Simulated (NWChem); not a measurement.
Molecule: CH7FSi2; SMILES C[SiH2][SiH2]F

```xyz
11

Si     0.3874     1.2265    -0.2668
F     -0.8973     1.9401     0.4306
Si     0.4902    -1.0546     0.2831
C     -1.0119    -2.0466    -0.3102
H      0.2664     1.4125    -1.7421
H      1.6156     1.9363     0.1918
H      1.7357    -1.5789    -0.3552
H      0.6560    -1.2035     1.7582
H     -1.1268    -1.9795    -1.3975
H     -1.9342    -1.6775     0.1509
H     -0.9018    -3.1042    -0.0464
```
Atoms are numbered in this order, from 1.

Program: NWChem. Pople sets run with spherical d functions. STO-3G and 3-21G are far too small for this property and stand as cheap habits. The geometry was optimised at B3LYP/6-31G* (spherical d). Field at 589 nm.

```json
[
 {"level": "B3LYP/STO-3G", "isotropic polarisability (bohr³)": "31.6", "anisotropy (bohr³)": "11.7"},
 {"level": "B3LYP/6-31G*", "isotropic polarisability (bohr³)": "58.9", "anisotropy (bohr³)": "19.9"},
 {"level": "B3LYP/def2-SVP", "isotropic polarisability (bohr³)": "(withheld)", "anisotropy (bohr³)": "(withheld)"},
 {"level": "B3LYP/def2-SVPD", "isotropic polarisability (bohr³)": "73.4", "anisotropy (bohr³)": "21.3"}
]
```

Problem. What belongs in the gaps?

Solution. 
- B3LYP/def2-SVP, isotropic polarisability (bohr³): 63.4
- B3LYP/def2-SVP, anisotropy (bohr³): 18.6
